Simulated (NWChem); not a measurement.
# C2H4ClFSi; SMILES Cl[SiH](C=C)F

```xyz
9

Si     0.3454    -0.0097     0.3267
F      1.8413    -0.3084    -0.2200
Cl    -0.7650    -1.6959    -0.0699
C     -0.3764     1.4517    -0.5396
C     -0.7164     2.5570     0.1344
H      0.4217     0.2011     1.7922
H     -0.5384     1.4145    -1.6241
H     -0.5778     2.6410     1.2189
H     -1.1509     3.4319    -0.3615
```
Atoms are numbered in this order, from 1.

Results from NWChem. Coordinates come from a PBE0/def2-SVP optimisation.

For level B3LYP/cc-pVTZ:

| Quantity | Value |
|---|---|
| dipole (D) | 2.45 |

Problem. How do the values read with level B3LYP/aug-cc-pVDZ instead?

Solution. The dipole (D) comes out as 2.55.
